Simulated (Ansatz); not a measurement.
C2H5S (SMILES CC[S]) moved off its minimum; all values from Ansatz (a program for electronic structure), cores frozen in correlated methods. Open shells are unrestricted.
(charge 0, multiplicity 2)
```xyz
8

C      1.8164    -0.4169    -0.0860
C      0.3454    -0.7216    -0.1411
S     -1.2587     0.5428     0.1230
H      1.9430     0.1480     0.6718
H      2.5268    -1.1616    -0.1869
H      1.7249     0.4905    -0.9155
H     -0.2280    -1.5333     0.4716
H     -0.1584    -1.1633    -1.1582
```

Forces at wB97M-V/def2-TZVPP (eV/Å):

```tsv
atom	Fx	Fy	Fz
C1	-4.338	2.210	-6.556
C2	-6.306	-3.102	-1.272
S3	2.803	-1.017	-0.247
H4	1.395	3.426	5.820
H5	1.024	-1.481	-0.688
H6	1.515	-2.489	1.348
H7	1.948	1.170	-0.165
H8	1.960	1.283	1.760
```

Give the forces (eV/Å), the total energy and the dipole at CCSD(T)/cc-pV(T+d)Z.


| atom | Fx | Fy | Fz |
|---|---|---|---|
| C1 | -4.205 | 2.195 | -6.533 |
| C2 | -6.168 | -3.327 | -1.321 |
| S3 | 2.510 | -0.789 | -0.198 |
| H4 | 1.420 | 3.487 | 5.928 |
| H5 | 1.066 | -1.532 | -0.717 |
| H6 | 1.521 | -2.429 | 1.262 |
| H7 | 1.920 | 1.123 | -0.079 |
| H8 | 1.937 | 1.273 | 1.658 |
Energy -476.6814 hartree, dipole 1.90 D.
